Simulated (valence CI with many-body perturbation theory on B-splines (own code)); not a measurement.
# Forbidden lines of Tl⁵⁹⁺

Calculated by relativistic CI+MBPT: four valence electrons over a frozen Dirac-Fock core [Ar], a basis of 7 s, 7 p, 8 d, 6 f, 4 g, 1 h functions for each j, with the one-electron correlation potential Σ1, the two-electron term Σ2, the three-electron term Σ3, Breit, model QED; selected CI, second order for the rest (own B-spline code, finite nucleus).

The last digits are not significant, and no measured levels were compared; by estimate large intervals hold to a few tenths of a per cent, small ones and those within an open d or f shell to about a per cent. The list stops below the first excitations out of the core. Only levels of the ground parity were solved; by the run's estimate the other parity begins above the list, which can be wrong where configurations are misplaced.

Lines 1 to 37 of 37 in falling wavelength, among levels below 272.28 eV, chosen from the decays that carry over 1 % of a level's rate. Wavelengths and rates use the calculated energies. Electric multipoles are in the length gauge, E1 and E2 with the static RPA response of the core. S is in atomic units (e²a₀⁴ for E2 and M2, e²a₀⁶ for E3), for M1 in squared Bohr magnetons. Weak lines are less certain than strong ones. Lines between different terms over intervals too small for the method are left out, as are lines whose strength nearly cancels. The highest levels of a list are the least certain.

Levels are named by their leading jj configuration (3d3/2^4 stands for four electrons in 3d with j = 3/2), which in mixed levels can hold well under half, so a name can repeat and another be missing. Letters in brackets count levels of one name in rising energy.

```tsv
λ vac (nm)	Upper	Lower	Type	A (s⁻¹)	S (a.u.)
425.4	(3d3/2^2 3d5/2^2) J=6	(3d3/2^2 3d5/2^2) J=5	M1	8.69e+01	3.22e+00
351.4	(3d3/2^3 3d5/2) J=3	(3d3/2^3 3d5/2) J=2	M1	2.31e+02	2.60e+00
151.7	(3d3/2^3 3d5/2) J=3	(3d3/2^3 3d5/2) J=4	M1	2.09e+03	1.89e+00
70.70	(3d3/2^3 3d5/2) J=2	(3d3/2^3 3d5/2) J=1	M1	3.35e+04	2.19e+00
58.64	(3d3/2^2 3d5/2^2) J=2 [d]	(3d3/2^2 3d5/2^2) J=2 [c]	M1	3.82e+04	1.43e+00
34.86	(3d3/2^2 3d5/2^2) J=2 [d]	(3d3/2^2 3d5/2^2) J=2 [b]	M1	2.12e+04	1.66e-01
31.86	(3d3/2^2 3d5/2^2) J=4 [c]	(3d3/2^2 3d5/2^2) J=4 [a]	M1	4.18e+04	4.51e-01
30.08	(3d3/2^2 3d5/2^2) J=2 [d]	(3d3/2^2 3d5/2^2) J=1	M1	9.93e+03	5.01e-02
24.03	(3d3/2^2 3d5/2^2) J=2 [d]	(3d3/2^2 3d5/2^2) J=3 [a]	M1	4.19e+04	1.08e-01
13.71	(3d3/2^2 3d5/2^2) J=2 [a]	(3d3/2^3 3d5/2) J=3	M1	3.37e+05	1.61e-01
13.26	(3d3/2^2 3d5/2^2) J=4 [a]	(3d3/2^3 3d5/2) J=3	M1	1.38e+06	1.07e+00
13.20	(3d3/2^2 3d5/2^2) J=2 [a]	(3d3/2^3 3d5/2) J=2	M1	3.69e+06	1.57e+00
12.92	(3d3/2^2 3d5/2^2) J=3 [a]	(3d3/2^3 3d5/2) J=3	M1	7.54e+06	4.22e+00
12.46	(3d3/2^2 3d5/2^2) J=3 [a]	(3d3/2^3 3d5/2) J=2	M1	5.32e+06	2.67e+00
12.20	(3d3/2^2 3d5/2^2) J=4 [a]	(3d3/2^3 3d5/2) J=4	M1	1.19e+07	7.18e+00
12.16	(3d3/2^3 3d5/2) J=1	(3d3/2^4) J=0	M1	1.31e+07	2.61e+00
11.53	(3d3/2^2 3d5/2^2) J=5	(3d3/2^3 3d5/2) J=4	M1	6.26e+06	3.91e+00
11.39	(3d3/2^2 3d5/2^2) J=3 [b]	(3d3/2^3 3d5/2) J=3	M1	1.84e+06	7.05e-01
11.32	(3d3/2^2 3d5/2^2) J=4 [b]	(3d3/2^3 3d5/2) J=3	M1	2.33e+06	1.13e+00
11.28	(3d3/2^2 3d5/2^2) J=1	(3d3/2^3 3d5/2) J=2	M1	1.20e+07	1.92e+00
11.22	(3d3/2^2 3d5/2^2) J=6	(3d3/2^3 3d5/2) J=4	E2	7.00e+02	1.45e-04
11.12	(3d3/2^2 3d5/2^2) J=2 [a]	(3d3/2^3 3d5/2) J=1	M1	1.78e+07	4.54e+00
11.10	(3d3/2^2 3d5/2^2) J=0	(3d3/2^3 3d5/2) J=1	M1	2.95e+07	1.50e+00
11.07	(3d3/2^2 3d5/2^2) J=2 [b]	(3d3/2^3 3d5/2) J=3	M1	7.90e+04	1.99e-02
11.03	(3d3/2^2 3d5/2^2) J=3 [b]	(3d3/2^3 3d5/2) J=2	M1	2.12e+05	7.38e-02
10.73	(3d3/2^2 3d5/2^2) J=2 [b]	(3d3/2^3 3d5/2) J=2	M1	3.18e+06	7.28e-01
10.60	(3d3/2^2 3d5/2^2) J=3 [b]	(3d3/2^3 3d5/2) J=4	M1	6.30e+06	1.95e+00
10.53	(3d3/2^2 3d5/2^2) J=4 [b]	(3d3/2^3 3d5/2) J=4	M1	3.20e+04	1.25e-02
10.37	(3d3/2^3 3d5/2) J=2	(3d3/2^4) J=0	E2	3.72e+03	2.00e-04
9.806	(3d3/2^2 3d5/2^2) J=2 [c]	(3d3/2^3 3d5/2) J=3	M1	1.07e+07	1.86e+00
9.540	(3d3/2^2 3d5/2^2) J=2 [c]	(3d3/2^3 3d5/2) J=2	M1	3.40e+06	5.47e-01
9.364	(3d3/2^2 3d5/2^2) J=4 [c]	(3d3/2^3 3d5/2) J=3	M1	3.79e+06	1.04e+00
9.317	(3d3/2^2 3d5/2^2) J=2 [b]	(3d3/2^3 3d5/2) J=1	M1	5.11e+05	7.65e-02
8.401	(3d3/2^2 3d5/2^2) J=2 [d]	(3d3/2^3 3d5/2) J=3	M1	1.20e+05	1.32e-02
8.401	(3d3/2^2 3d5/2^2) J=2 [d]	(3d3/2^3 3d5/2) J=3	E2	7.82e+03	1.46e-04
8.205	(3d3/2^2 3d5/2^2) J=2 [d]	(3d3/2^3 3d5/2) J=2	M1	4.73e+05	4.84e-02
7.352	(3d3/2^2 3d5/2^2) J=2 [d]	(3d3/2^3 3d5/2) J=1	M1	1.15e+04	8.48e-04
```
